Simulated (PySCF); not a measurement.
```xyz
3
charge 0 multiplicity 3, angstrom
Pd    0.0000    0.0000   -0.9579
Se    1.6209    0.0000    0.6346
Se   -1.6209    0.0000    0.6346
```

Method: UPBE0 in PySCF with Pd def2-SVP with ECP28, Se def2-SVP; scalar-relativistic core potentials, no spin–orbit coupling; density-fitted integrals.

This geometry of PdSe2 is a stationary point at this level.

(1) What is the point group?

(2) Is it a minimum?

(3) Which band is strongest in the infrared?

(4) Give the atomic charges and bond orders.

Answers

(1) C2v.

(2) Yes: all harmonic wavenumbers are real.

(3) 299 cm⁻¹ (a1), 1 km/mol.

(4) 
| atom | Mulliken | Löwdin | polar tensor | spin (Mulliken) | Mayer order to Pd1 |
| --- | --- | --- | --- | --- | --- |
| Pd1 | 0.07 | -0.54 | 0.16 | 0.20 | – |
| Se2,3 | -0.04 | 0.27 | -0.08 | 0.90 | 1.31 |
Other Mayer orders above 0.3: Se–Se 0.39.

Only a few start shapes were tried, so a lower isomer may exist. With open d or f shells other occupations or spin states may lie lower.
